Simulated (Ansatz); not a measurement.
Input file for H$_{6}$N$_{3}$NbS, SMILES `[NH2][Nb]([NH2])([NH2])=[S]`:

```yaml
crystal:
  periodic: [false, false, false]
  atoms:
    - {symbol: N, position_ang: [-1.602713, 0.837902, -0.405434]}
    - {symbol: Nb, position_ang: [0.260614, 0.359318, 0.013728]}
    - {symbol: N, position_ang: [0.294642, -0.558227, 1.755476]}
    - {symbol: N, position_ang: [0.911868, -0.887791, -1.363704]}
    - {symbol: S, position_ang: [1.495190, 2.126248, 0.071263]}
    - {symbol: H, position_ang: [-1.987756, 1.765877, -0.300680]}
    - {symbol: H, position_ang: [-2.219424, 0.268193, -0.967504]}
    - {symbol: H, position_ang: [1.006112, -0.415955, 2.458279]}
    - {symbol: H, position_ang: [-0.499861, -1.035124, 2.158159]}
    - {symbol: H, position_ang: [1.517881, -0.623790, -2.127524]}
    - {symbol: H, position_ang: [0.888748, -1.893651, -1.271359]}
basis:
  gaussian: {orbitals: def2-TZVPP}
correlation: {method: ccsd_t}
output: {orbitals: {seedname: orbitals}}
```

```sh
$ ansatz run in.yaml --threads 4 --pin off --events-out ev --progress --plain --max-ram 11315MiB
```

The program prints (abridged):

```
Functional definition: HF
1665 factors; integrals over basis functions are off by at most 9.9e-4 eV
mean field evaluation 1: about -16888.8927 eV, gradient 6.5e1 eV
mean field evaluation 2: about -16889.1058 eV, gradient 6.5e1 eV
mean field evaluation 4: about -16897.1942 eV, gradient 1.2e1 eV
mean field evaluation 8: about -16897.5599 eV, gradient 1.0e0 eV
mean field evaluation 16: about -16897.5641 eV, gradient 9.8e-6 eV
mean field -16897.56410647 eV, -620.9740273325 hartree, gradient 9.8e-6 eV, S^2 0.000000; 0 other end points of the search recorded, 0 dependent functions left out
8 core orbitals not correlated: weight in the atoms' cores, before any rotation towards them, 1.000 or more for the frozen orbitals, at most 0.000 for the correlated occupied ones
reference -16897.56410647 eV, -620.9740273325 hartree; 20, 20 occupied and 247, 247 virtual orbitals, 1665 factors
second order -35.53606753 eV of doubles, -0.00000000 eV of singles
cycle   1  -33.87214611 eV  change     1.7e0 eV  update   2.6e-1
cycle   2  -35.08374093 eV  change    -1.2e0 eV  update   1.6e-1
cycle   3  -35.43810887 eV  change   -3.5e-1 eV  update   4.7e-2
cycle   4  -35.45901491 eV  change   -2.1e-2 eV  update   2.1e-2
cycle   5  -35.43329869 eV  change    2.6e-2 eV  update   7.9e-3
cycle   6  -35.43292011 eV  change    3.8e-4 eV  update   3.6e-3
cycle   7  -35.43420655 eV  change   -1.3e-3 eV  update   1.2e-3
cycle   8  -35.43373355 eV  change    4.7e-4 eV  update   6.1e-4
cycle   9  -35.43408820 eV  change   -3.5e-4 eV  update   2.2e-4
cycle  10  -35.43435454 eV  change   -2.7e-4 eV  update   1.1e-4
cycle  11  -35.43412312 eV  change    2.3e-4 eV  update   4.8e-5
cycle  12  -35.43409302 eV  change    3.0e-5 eV  update   3.2e-5
perturbative correction -1.97390353 eV, -0.0725396169 hartree
Total energy: -16934.97210303 eV, -622.3487458498 hartree
```

Run time 8.5 min (4 threads of an Arm Neoverse V2 on a shared host); peak host memory 8.4 GiB.

The correlation energy is -37.408 eV, 5.3 % of it from (T); the T1 diagnostic reads 0.0230.
